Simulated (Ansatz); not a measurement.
CH5GaN (SMILES [CH3][Ga][NH2]), doublet, geometry from GFN2-xTB (such geometries of metal compounds can be far from the true shape) (the spin is typed, not shown lowest); B3LYP/def2-TZVP run with Ansatz (an electronic-structure program).

Here is a job for Ansatz.
Ansatz 0.2 input:
```yaml
crystal:
  periodic: [false, false, false]
  atoms:
    - {symbol: Ga, position_ang: [0.22856179, 0.18107722, 0.33695232]}
    - {symbol: C, position_ang: [-0.65318231, 1.14662820, -1.39747926]}
    - {symbol: H, position_ang: [-1.71982634, 0.92823700, -1.39814499]}
    - {symbol: H, position_ang: [-0.18857487, 0.71534438, -2.28193121]}
    - {symbol: H, position_ang: [-0.49270807, 2.22260517, -1.37601935]}
    - {symbol: N, position_ang: [-0.03323628, -1.70382419, 0.28073715]}
    - {symbol: H, position_ang: [-0.96787299, -2.07378936, 0.13107004]}
    - {symbol: H, position_ang: [0.43531461, -2.35879069, 0.89921913]}
basis:
  gaussian:
    orbitals: def2-TZVP
hamiltonian:
  xc: b3lyp
magnetization: {spin_polarized: true, initial_magnetization: 1}
```

Q: Predict the main parts of the log of this Ansatz run.

A: 
```
Functional definition: B3LYP
958 factors; their error is unknown
mean field evaluation 1: about -54971.5223 eV, gradient 6.4e1 eV
mean field evaluation 2: about -54916.8292 eV, gradient 1.1e2 eV
mean field evaluation 4: about -54987.5635 eV, gradient 1.4e1 eV
mean field evaluation 8: about -54988.4968 eV, gradient 7.9e-2 eV
mean field evaluation 16: about -54988.6359 eV, gradient 1.2e-4 eV
mean field -54988.63586987 eV, -2020.7950955817 hartree, gradient 4.1e-5 eV, S^2 0.754829; 0 other end points of the search recorded, 0 dependent functions left out
reference -54988.63610859 eV, -2020.7951043543 hartree; 25, 24 occupied and 115, 116 virtual orbitals, 958 factors
Total energy: -54988.63610859 eV, -2020.7951043543 hartree
```
